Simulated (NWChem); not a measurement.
System: ZnCl2; SMILES [Cl][Zn][Cl]

The following NWChem deck was run.

```
start job
memory heap 200 mb stack 900 mb global 1100 mb
geometry units angstroms noautosym nocenter noautoz
  Zn     0.000000     0.000000    -0.114476
  Cl     2.097028     0.000000    -0.114558
  Cl    -2.097028     0.000000    -0.114558
end
basis spherical
  * library pcsseg-1
end
dft
  xc pbe0
  iterations 150
end
property
  shielding 2 1 2
  efieldgrad
end
task dft property
```

Parts of the log:

```
             Northwest Computational Chemistry Package (NWChem) 7.3.0
             --------------------------------------------------------

                             Geometry "geometry" -> ""
                             -------------------------

 Output coordinates in angstroms (scale by  1.889725989 to convert to a.u.)

  No.       Tag          Charge          X              Y              Z
 ---- ---------------- ---------- -------------- -------------- --------------
    1 Zn                  30.0000     0.00000000     0.00000000    -0.11447600
    2 Cl                  17.0000     2.09702800     0.00000000    -0.11455800
    3 Cl                  17.0000    -2.09702800     0.00000000    -0.11455800

 Effective nuclear repulsion energy (a.u.)     293.8572618236

                              NWChem Property Module
                              ----------------------

  itol2e modified to match energy
  convergence criterion.

                                 NWChem DFT Module
                                 -----------------

 Summary of "ao basis" -> "ao basis" (spherical)
 ------------------------------------------------------------------------------
       Tag                 Description            Shells   Functions and Types
 ---------------- ------------------------------  ------  ---------------------
 Zn                         pcsseg-1                15       45   5s6p3d1f
 Cl                         pcsseg-1                10       24   4s5p1d

  itol2e modified to match energy
  convergence criterion.

            General Information
            -------------------
          SCF calculation type: DFT
          Wavefunction type:  closed shell.
          No. of atoms     :     3
          No. of electrons :    64
           Alpha electrons :    32
            Beta electrons :    32
          Charge           :     0
          Spin multiplicity:     1
          Use of symmetry is: off; symmetry adaption is: off
          Maximum number of iterations: 150
          AO basis - number of functions:    93
                     number of shells:    35
          Convergence on energy requested:  1.00D-07
          Convergence on density requested:  1.00D-05
          Convergence on gradient requested:  5.00D-04

              XC Information
              --------------
                         PBE0 Method XC Functional
                     Hartree-Fock (Exact) Exchange  0.250
          PerdewBurkeErnzerhof Exchange Functional  0.750
            Perdew 1991 LDA Correlation Functional  1.000 local
           PerdewBurkeErnz. Correlation Functional  1.000 non-local

             Grid Information
             ----------------
          Grid used for XC integration:  fine
          Radial quadrature: Mura-Knowles
          Angular quadrature: Lebedev.
          Tag              B.-S. Rad. Rad. Pts. Rad. Cut. Ang. Pts.
          ---              ---------- --------- --------- ---------
          Zn                  1.35      140           8.0       974
          Cl                  1.00      123          11.0       770
          Grid pruning is: on
          Number of quadrature shells:   386
          Spatial weights used:  Erf1

      Superposition of Atomic Density Guess
      -------------------------------------

 Sum of atomic energies:       -2696.47747827

      Non-variational initial energy
      ------------------------------

 Total energy =   -2696.875850
 1-e energy   =   -4340.200366
 2-e energy   =    1349.467254
 HOMO         =      -0.445843
 LUMO         =      -0.052844

   convergence    iter        energy       DeltaE   RMS-Dens  Diis-err
 ---------------- ----- ----------------- --------- --------- ---------
 d= 0,ls=0.0,diis     1  -2699.0677843491 -2.99D+03  1.17D-02  1.37D+00
 d= 0,ls=0.0,diis     2  -2699.0855089968 -1.77D-02  7.74D-03  3.48D-01
 d= 0,ls=0.0,diis     3  -2699.1030315948 -1.75D-02  2.25D-03  3.85D-01
 d= 0,ls=0.0,diis     4  -2699.1239451331 -2.09D-02  9.65D-04  2.94D-02
 d= 0,ls=0.0,diis     5  -2699.1260616507 -2.12D-03  8.06D-05  5.06D-05
  Resetting Diis
 d= 0,ls=0.0,diis     6  -2699.1260654825 -3.83D-06  2.13D-05  8.34D-06
 d= 0,ls=0.0,diis     7  -2699.1260662845 -8.02D-07  4.99D-06  2.37D-07
 d= 0,ls=0.0,diis     8  -2699.1260662851 -5.64D-10  1.86D-06  4.47D-07

         Total DFT energy =    -2699.126066285060
      One electron energy =    -4338.999136285884
           Coulomb energy =     1473.175582446694
    Exchange-Corr. energy =     -127.159774269505
 Nuclear repulsion energy =      293.857261823633

 Numeric. integr. density =       63.999999955449

                       DFT Final Molecular Orbital Analysis
                       ------------------------------------

 Vector   30  Occ=2.000000D+00  E=-3.499157D-01
              MO Center=  4.0D-07, -2.4D-06, -1.1D-01, r^2= 5.3D+00
   Bfn.  Coefficient  Atom+Function         Bfn.  Coefficient  Atom+Function
  ----- ------------  ---------------      ----- ------------  ---------------
    60      0.297119  2 Cl py                84      0.297119  3 Cl py
    63      0.259953  2 Cl py                87      0.259953  3 Cl py
    61     -0.251179  2 Cl pz                85     -0.251179  3 Cl pz
    64     -0.219759  2 Cl pz                88     -0.219759  3 Cl pz
    22      0.102387  1 Zn py                23     -0.086556  1 Zn pz

 Vector   31  Occ=2.000000D+00  E=-3.348833D-01
              MO Center=  3.3D-07,  5.3D-07, -1.1D-01, r^2= 5.4D+00
   Bfn.  Coefficient  Atom+Function         Bfn.  Coefficient  Atom+Function
  ----- ------------  ---------------      ----- ------------  ---------------
    61      0.325649  2 Cl pz                85     -0.325649  3 Cl pz
    64      0.285647  2 Cl pz                88     -0.285647  3 Cl pz
    60      0.233809  2 Cl py                84     -0.233809  3 Cl py
    63      0.205089  2 Cl py                87     -0.205089  3 Cl py
    27      0.101244  1 Zn d  1              52     -0.085651  2 Cl pz

 Vector   32  Occ=2.000000D+00  E=-3.348833D-01
              MO Center= -3.8D-07, -5.3D-07, -1.1D-01, r^2= 5.4D+00
   Bfn.  Coefficient  Atom+Function         Bfn.  Coefficient  Atom+Function
  ----- ------------  ---------------      ----- ------------  ---------------
    60      0.325649  2 Cl py                84     -0.325649  3 Cl py
    63      0.285647  2 Cl py                87     -0.285647  3 Cl py
    61     -0.233809  2 Cl pz                85      0.233809  3 Cl pz
    64     -0.205089  2 Cl pz                88      0.205089  3 Cl pz
    24     -0.101244  1 Zn d -2              51     -0.085651  2 Cl py

 Vector   33  Occ=0.000000D+00  E=-6.319782D-02
              MO Center=  1.6D-09,  3.9D-09, -1.1D-01, r^2= 4.5D+00
   Bfn.  Coefficient  Atom+Function         Bfn.  Coefficient  Atom+Function
  ----- ------------  ---------------      ----- ------------  ---------------
     5      0.887133  1 Zn s                  4      0.505503  1 Zn s
     3     -0.346776  1 Zn s                 62      0.343938  2 Cl px
    86     -0.343938  3 Cl px                49     -0.300661  2 Cl s
    73     -0.300661  3 Cl s                 59      0.247896  2 Cl px
    83     -0.247896  3 Cl px                48     -0.168283  2 Cl s

 Vector   34  Occ=0.000000D+00  E= 5.339620D-02
              MO Center=  1.3D-09, -3.6D-05, -1.1D-01, r^2= 2.4D+00
   Bfn.  Coefficient  Atom+Function         Bfn.  Coefficient  Atom+Function
  ----- ------------  ---------------      ----- ------------  ---------------
    22      0.763534  1 Zn py                23      0.701638  1 Zn pz
    16     -0.136508  1 Zn py                60     -0.133945  2 Cl py
    84     -0.133945  3 Cl py                17     -0.125442  1 Zn pz
    61     -0.123087  2 Cl pz                85     -0.123087  3 Cl pz
    19     -0.095862  1 Zn py                20     -0.088090  1 Zn pz

 Vector   35  Occ=0.000000D+00  E= 5.339620D-02
              MO Center= -2.0D-09,  3.6D-05, -1.1D-01, r^2= 2.4D+00
   Bfn.  Coefficient  Atom+Function         Bfn.  Coefficient  Atom+Function
  ----- ------------  ---------------      ----- ------------  ---------------
    23     -0.763534  1 Zn pz                22      0.701638  1 Zn py
    17      0.136508  1 Zn pz                61      0.133945  2 Cl pz
    85      0.133945  3 Cl pz                16     -0.125442  1 Zn py
    60     -0.123087  2 Cl py                84     -0.123087  3 Cl py
    20      0.095862  1 Zn pz                19     -0.088090  1 Zn py

     Multipole analysis of the density
     ---------------------------------

     L   x y z        total         alpha         beta         nuclear
     -   - - -        -----         -----         ----         -------
     0   0 0 0     -0.000000    -32.000000    -32.000000     64.000000

     1   1 0 0     -0.000000     -0.000000     -0.000000      0.000000
     1   0 1 0      0.000000      0.000000      0.000000      0.000000
     1   0 0 1      0.000124      6.925201      6.925201    -13.850278

     2   2 0 0    -37.132416   -285.531653   -285.531653    533.930890
     2   1 1 0      0.000000      0.000000      0.000000      0.000000
     2   1 0 1     -0.000000     -0.000000     -0.000000      0.000000
     2   0 2 0    -28.031291    -14.015646    -14.015646      0.000000
     2   0 1 1      0.000000      0.000000      0.000000      0.000000
     2   0 0 2    -28.031344    -15.514346    -15.514346      2.997347

          -----------------------
          Electric field gradient
          -----------------------

 1 a.u. = 0.324123 10**(16) esu/cm**3  ( or statvolts/cm**2 ) = 0.97174 10**(22) v/m**2

 ------------------------------------------------------------
   Atom      X         Y         Z
 ------------------------------------------------------------
    1 Zn   0.00000   0.00000  -0.21633
 ------------------------------------------------------------

 Electric field gradient in molecular frame (a.u.)
         XX             YY             ZZ             XY             XZ             YZ
 ------------------------------------------------------------------------------------------
        2.027457      -1.013729      -1.013729      -0.000000       0.000000       0.000000

 Principal components (a.u.) and orientation
 of principal axis w.r.t. absolute frame                      Asymmetry parameter eta
 --------------------------------------------------------------------------------------
        2.027457      -1.013729      -1.013728                       0.000000

        1.000000       0.000000       0.000000
       -0.000000       0.714262       0.699879
        0.000000      -0.699879       0.714262

 ------------------------------------------------------------
   Atom      X         Y         Z
 ------------------------------------------------------------
    2 Cl   3.96281   0.00000  -0.21648
 ------------------------------------------------------------

 Electric field gradient in molecular frame (a.u.)
         XX             YY             ZZ             XY             XZ             YZ
 ------------------------------------------------------------------------------------------
       -2.061647       1.030824       1.030824      -0.000000       0.000177      -0.000000

 Principal components (a.u.) and orientation
 of principal axis w.r.t. absolute frame                      Asymmetry parameter eta
 --------------------------------------------------------------------------------------
       -2.061647       1.030824       1.030824                       0.000000

        1.000000      -0.000033       0.000047
        0.000000       0.821028       0.570888
       -0.000057      -0.570888       0.821028

 ------------------------------------------------------------
   Atom      X         Y         Z
 ------------------------------------------------------------
    3 Cl  -3.96281   0.00000  -0.21648
 ------------------------------------------------------------

 Electric field gradient in molecular frame (a.u.)
         XX             YY             ZZ             XY             XZ             YZ
 ------------------------------------------------------------------------------------------
       -2.061647       1.030824       1.030824      -0.000000      -0.000177      -0.000000

 Principal components (a.u.) and orientation
 of principal axis w.r.t. absolute frame                      Asymmetry parameter eta
 --------------------------------------------------------------------------------------
       -2.061647       1.030824       1.030824                       0.000000

        1.000000       0.000038      -0.000043
        0.000000       0.743930       0.668258
        0.000057      -0.668258       0.743930

          -----------------------------------------
          Chemical Shielding Tensors (GIAO, in ppm)
          -----------------------------------------

                                NWChem CPHF Module
                                ------------------

  scftype          =     RHF
  nclosed          =       32
  nopen            =        0
  variables        =     1952
  # of vectors     =        3
  tolerance        = 0.10D-03
  level shift      = 0.00D+00
  max iterations   =       50
  max subspace     =       30

 SCF residual:    1.9454023773117935E-004

Iterative solution of linear equations
  No. of variables     1952
  No. of equations        3
  Maximum subspace       30
        Iterations       50
       Convergence  1.0D-04

   iter   nsub   residual    time
   ----  ------  --------  ---------
     1      3    2.79D-01      39.5
     2      6    8.11D-03      44.0
     3      9    8.46D-04      48.5
     4     12    3.85D-05      53.0

      Atom:    1  Zn
        Diamagnetic
   2531.1966     -0.0000     -0.0000
     -0.0000   2519.1359     -0.0000
     -0.0000     -0.0000   2519.1359

        Paramagnetic
     -0.0000     -0.0000     -0.0000
     -0.0000  -1227.5335      0.0000
     -0.0000      0.0000  -1227.5353

        Total Shielding Tensor
   2531.1966     -0.0000     -0.0000
     -0.0000   1291.6024      0.0000
     -0.0000      0.0000   1291.6006

           isotropic =    1704.7998
          anisotropy =    1239.5951

          Principal Components and Axis System
                 1           2           3
             2531.1966   1291.6024   1291.6006

      1         1.0000      0.0000      0.0000
      2        -0.0000      1.0000     -0.0036
      3        -0.0000      0.0036      1.0000

      Atom:    2  Cl
        Diamagnetic
   1155.3659      0.0000     -0.0005
      0.0000   1143.0783      0.0000
     -0.0005      0.0000   1143.0783

        Paramagnetic
     -0.0000      0.0000     -0.0036
      0.0000   -154.6961      0.0000
     -0.0036      0.0000   -154.7003

        Total Shielding Tensor
   1155.3659      0.0000     -0.0041
      0.0000    988.3822      0.0000
     -0.0041      0.0000    988.3780

           isotropic =    1044.0421
          anisotropy =     166.9858

          Principal Components and Axis System
                 1           2           3
             1155.3659    988.3822    988.3780

      1         1.0000      0.0000      0.0000
      2         0.0000      1.0000     -0.0013
      3        -0.0000      0.0013      1.0000
```

Level: PBE0/pcSseg-1, GIAO. Coordinates come from a PBE0/def2-SVP optimisation. NWChem prints the field gradient with the sign opposite to the second derivative of the potential. The printed shielding anisotropy is the first printed principal value minus the mean of the other two.
